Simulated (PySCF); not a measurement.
Compound: H₉NSi₃.
Z-matrix (Å and degrees, GFN2-xTB geometry), rows numbered from 1:
```
Si
N   1  1.7306
Si  2  1.7403  1  129.67
Si  3  2.3005  2  109.83  1    48.07
H   1  1.4631  2  105.73  3  -169.74
H   1  1.4619  2  106.52  3   -49.61
H   1  1.4687  2  112.19  3    70.48
H   2  1.0076  1  113.54  3  -158.64
H   3  1.4774  2  109.39  1   -76.57
H   3  1.4716  2  103.38  1   171.23
H   4  1.4687  3  110.30  2   167.02
H   4  1.4667  3  114.84  2    47.99
H   4  1.4677  3  113.67  2   -74.37
```

Computed at PBE0/pcSseg-1 (PySCF, non-relativistic), with Q(14N) = 0.02044 b: N2, 14N (I = 1): χzz = -3.778 MHz, η = 0.394.

Task: Find the zero-field quadrupole resonance frequencies of 14N at N2.

Result: From ν± = (3/4)|χ|(1 ± η/3) and ν0 = |χ|η/2: ν+ 3.206 MHz, ν− 2.461 MHz, ν0 0.745 MHz (nitrogen bridging silicon atoms).

In a crystal, neighbours and librations shift these lines. Geometry: GFN2-xTB, one conformer, isolated molecule. GFN2-xTB bond lengths can be off by several hundredths of an ångström, more for odd bonds, and the gradients follow them. These gradients aren't converged with respect to the basis.
